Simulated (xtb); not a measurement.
CH₃Cl₃Si (SMILES C[Si](Cl)(Cl)Cl), singlet, geometry from GFN2-xTB; xtb with GFN2-xTB.

Input for xtb:
```
$ xtb mol.xyz --gfn 2 --hess --json

# file mol.xyz
8

C     -2.08539302    -0.43002418     0.05735758
Si    -0.22565362    -0.04653152     0.00620648
Cl     0.68040569    -1.19502435    -1.39062803
Cl     0.06775652     1.90072752    -0.45554951
Cl     0.60976201    -0.42568869     1.80882858
H     -2.26630565    -1.46926637     0.31744164
H     -2.59468576     0.18660249     0.79274175
H     -2.55221147    -0.24599592    -0.90628735
```

Output, abridged:

```
   ID    Z sym.   atoms
    1    6 C      1
    2   14 Si     2
    3   17 Cl     3-5
    4    1 H      6-8

           -------------------------------------------------
          |                Calculation Setup                |
           -------------------------------------------------

           -------------------------------------------------
          |                 G F N 2 - x T B                 |
           -------------------------------------------------

          ...................................................
          :                      SETUP                      :
          :.................................................:
          :  # basis functions                  47          :
          :  # atomic orbitals                  43          :
          :  # shells                           17          :
          :  # electrons                        32          :
          :  max. iterations                   250          :
          :  Hamiltonian                  GFN2-xTB          :
          :  restarted?                      false          :
          :  GBSA solvation                  false          :
          :  PC potential                    false          :
          :  electronic temp.          300.0000000     K    :
          :  accuracy                    1.0000000          :
          :  -> integral cutoff          0.2500000E+02      :
          :  -> integral neglect         0.1000000E-07      :
          :  -> SCF convergence          0.1000000E-05 Eh   :
          :  -> wf. convergence          0.1000000E-03 e    :
          :  Broyden damping             0.4000000          :
          :  net charge                          0          :
          :  unpaired electrons                  0          :
          ...................................................

 iter      E             dE          RMSdq      gap      omega  full diag
   1    -19.1217536 -0.191218E+02  0.540E+00    8.02       0.0  T
   2    -19.2114646 -0.897109E-01  0.287E+00    6.43       1.0  T
   3    -19.2390630 -0.275984E-01  0.179E+00    7.31       1.0  T
   4    -19.2518002 -0.127372E-01  0.765E-01    6.63       1.0  T
   5    -19.2559371 -0.413690E-02  0.255E-01    6.80       1.0  T
   6    -19.2561932 -0.256083E-03  0.433E-02    6.85       1.0  T
   7    -19.2561886  0.460102E-05  0.337E-02    6.84       1.0  T
   8    -19.2561921 -0.355037E-05  0.251E-02    6.85       1.4  T
   9    -19.2561939 -0.176532E-05  0.155E-02    6.84       2.3  T
  10    -19.2561950 -0.110071E-05  0.841E-03    6.85       4.2  T
  11    -19.2561955 -0.489780E-06  0.167E-03    6.85      21.1  T
  12    -19.2561955  0.197272E-07  0.222E-03    6.85      15.9  T
  13    -19.2561955 -0.325134E-07  0.429E-04    6.85      82.4  T
  14    -19.2561955 -0.110517E-08  0.147E-04    6.85     240.4  T

   *** convergence criteria satisfied after 14 iterations ***

         :::::::::::::::::::::::::::::::::::::::::::::::::::::
         ::                     SUMMARY                     ::
         :::::::::::::::::::::::::::::::::::::::::::::::::::::
         :: total energy             -19.172301375808 Eh    ::
         :: gradient norm              0.000020854094 Eh/a0 ::
         :: HOMO-LUMO gap              6.846200902716 eV    ::
         ::.................................................::
         :: SCC energy               -19.256187184527 Eh    ::
         :: -> isotropic ES            0.030951692597 Eh    ::
         :: -> anisotropic ES          0.000309588367 Eh    ::
         :: -> anisotropic XC          0.002690770189 Eh    ::
         :: -> dispersion             -0.007533311772 Eh    ::
         :: repulsion energy           0.083885808719 Eh    ::
         :: add. restraining           0.000000000000 Eh    ::
         :: total charge              -0.000000000000 e     ::
         :::::::::::::::::::::::::::::::::::::::::::::::::::::

           -------------------------------------------------
          |                Numerical Hessian                |
           -------------------------------------------------
step length          :   0.00500
SCC accuracy         :   0.30000
Hessian scale factor :   1.00000
frozen atoms in %    :   0.00000    0
RMS gradient         :   0.00002
estimated CPU  time      0.00 min

writing file <hessian>.

 projected vibrational frequencies (cm⁻¹)
eigval :       -0.00    -0.00    -0.00     0.00     0.00     0.00
eigval :      101.30   120.94   120.96   176.00   176.10   187.49
eigval :      401.38   500.43   500.65   748.60   841.39   841.51
eigval :     1377.41  1461.05  1461.08  3042.66  3042.76  3047.32
           -------------------------------------------------
          |                Property Printout                |
           -------------------------------------------------

    * Orbital Energies and Occupations

         #    Occupation            Energy/Eh            Energy/eV
      -------------------------------------------------------------
         1        2.0000           -1.0853825             -29.5348
       ...           ...                  ...                  ...
         4        2.0000           -0.7092785             -19.3004
         5        2.0000           -0.5912938             -16.0899
         6        2.0000           -0.5037167             -13.7068
         7        2.0000           -0.5037167             -13.7068
         8        2.0000           -0.4846737             -13.1886
         9        2.0000           -0.4846737             -13.1886
        10        2.0000           -0.4827795             -13.1371
        11        2.0000           -0.4564061             -12.4194
        12        2.0000           -0.4564061             -12.4194
        13        2.0000           -0.4465947             -12.1525
        14        2.0000           -0.4465947             -12.1525
        15        2.0000           -0.4436639             -12.0727
[...]
 ---------------------------------------------------------------------------

Topologies differ in total number of bonds
Writing topology from bond orders to xtbtopo.mol

molecular dipole:
                 x           y           z       tot (Debye)
 q only:       -0.851      -0.175       0.023
   full:       -0.745      -0.154       0.020       1.934
molecular quadrupole (traceless):
                xx          xy          yy          xz          yz          zz
 q only:        3.909       1.236      -1.829      -0.165      -0.034      -2.080
Molecule has the following symmetry elements: (C3) 3*(sigma)
It seems to be the C3v point group
  q+dip:        4.739       1.498      -2.218      -0.200      -0.041      -2.521
   full:        4.532       1.433      -2.121      -0.191      -0.039      -2.411

           -------------------------------------------------
          |               Frequency Printout                |
           -------------------------------------------------
 projected vibrational frequencies (cm⁻¹)
eigval :       -0.00    -0.00    -0.00     0.00     0.00     0.00
eigval :      101.30   120.94   120.96   176.00   176.10   187.49
eigval :      401.38   500.43   500.65   748.60   841.39   841.51
eigval :     1377.41  1461.05  1461.08  3042.66  3042.76  3047.32
 reduced masses (amu)
   1: 25.13   2: 34.87   3: 33.45   4: 34.75   5: 31.91   6: 25.85   7:  1.28   8: 28.30
   9: 28.30  10: 23.90  11: 23.90  12: 29.05  13: 31.15  14: 30.22  15: 30.24  16: 17.06
  17:  3.86  18:  3.87  19:  2.99  20:  1.58  21:  1.58  22:  1.96  23:  1.96  24:  1.28
 IR intensities (km·mol⁻¹)
   1:  0.62   2:  0.07   3:  0.07   4:  0.10   5:  0.05   6:  0.36   7:  0.00   8:  1.01
   9:  0.84  10: 16.80  11: 15.57  12: 16.53  13: 11.39  14: 57.71  15: 58.00  16: 67.27
  17:112.97  18:113.11  19: 41.27  20:  1.38  21:  1.42  22: 11.54  23: 10.96  24: 11.39
 Raman intensities (Ä⁴*amu⁻¹)
   1:  0.00   2:  0.00   3:  0.00   4:  0.00   5:  0.00   6:  0.00   7:  0.00   8:  0.00
   9:  0.00  10:  0.00  11:  0.00  12:  0.00  13:  0.00  14:  0.00  15:  0.00  16:  0.00
  17:  0.00  18:  0.00  19:  0.00  20:  0.00  21:  0.00  22:  0.00  23:  0.00  24:  0.00
 output can be read by thermo (or use thermo option).
 writing <g98.out> molden fake output.
 recommended (thermochemical) frequency scaling factor: 1.0
           -------------------------------------------------
          |             Thermodynamic Functions             |
           -------------------------------------------------

c3v symmetry found (for desy threshold:  0.10E+00) used in thermo

          ...................................................
          :                      SETUP                      :
          :.................................................:
          :  # frequencies                          18      :
          :  # imaginary freq.                       0      :
          :  linear?                             false      :
          :  only rotor calc.                    false      :
          :  symmetry                              c3v      :
          :  rotational number                       3      :
          :  scaling factor                  1.0000000      :
          :  rotor cutoff                   50.0000000 cm⁻¹ :
          :  imag. cutoff                  -20.0000000 cm⁻¹ :
          :.................................................:

    mode    ω/cm⁻¹     T·S(HO)/kcal·mol⁻¹    T·S(FR)/kcal·mol⁻¹   T·S(vib)
   ------------------------------------------------------------------------
       1    101.30    -1.02241 ( 94.40%)    -0.84724 (  5.60%)    -1.01260
       2    120.94    -0.91990 ( 97.16%)    -0.79477 (  2.84%)    -0.91635
       3    120.96    -0.91979 ( 97.16%)    -0.79471 (  2.84%)    -0.91624
       4    176.00    -0.70675 ( 99.35%)    -0.68366 (  0.65%)    -0.70660
       5    176.10    -0.70641 ( 99.35%)    -0.68348 (  0.65%)    -0.70626
       6    187.49    -0.67158 ( 99.50%)    -0.66492 (  0.50%)    -0.67155
   ------------------------------------------------------------------------

   temp. (K)  partition function   enthalpy   heat capacity  entropy
                                   cal/mol     cal/K/mol   cal/K/mol   J/K/mol
 298.15  VIB   102.                 3078.677     17.450     19.459
         ROT  0.146E+06              888.752      2.981     26.609
         INT  0.149E+08             3967.429     20.431     46.068
         TR   0.177E+28             1481.254      4.968     40.898
         TOT                        5448.6828    25.3992    86.9660   363.8659

       T/K    H(0)-H(T)+PV         H(T)/Eh          T*S/Eh         G(T)/Eh
   ------------------------------------------------------------------------
    298.15    0.868303E-02    0.500295E-01    0.413204E-01    0.870918E-02
   ------------------------------------------------------------------------

         :::::::::::::::::::::::::::::::::::::::::::::::::::::
         ::                  THERMODYNAMIC                  ::
         :::::::::::::::::::::::::::::::::::::::::::::::::::::
         :: total free energy         -19.163592199320 Eh   ::
         ::.................................................::
         :: total energy              -19.172301375940 Eh   ::
         :: zero point energy           0.041346515728 Eh   ::
         :: G(RRHO) w/o ZPVE           -0.032637339109 Eh   ::
         :: G(RRHO) contrib.            0.008709176619 Eh   ::
         :::::::::::::::::::::::::::::::::::::::::::::::::::::

           -------------------------------------------------
          | TOTAL ENERGY              -19.172301375940 Eh   |
          | TOTAL ENTHALPY            -19.122271831488 Eh   |
          | TOTAL FREE ENERGY         -19.163592199320 Eh   |
          | GRADIENT NORM               0.000020908518 Eh/α |
          | HOMO-LUMO GAP               6.846159108069 eV   |
           -------------------------------------------------

normal termination of xtb
```
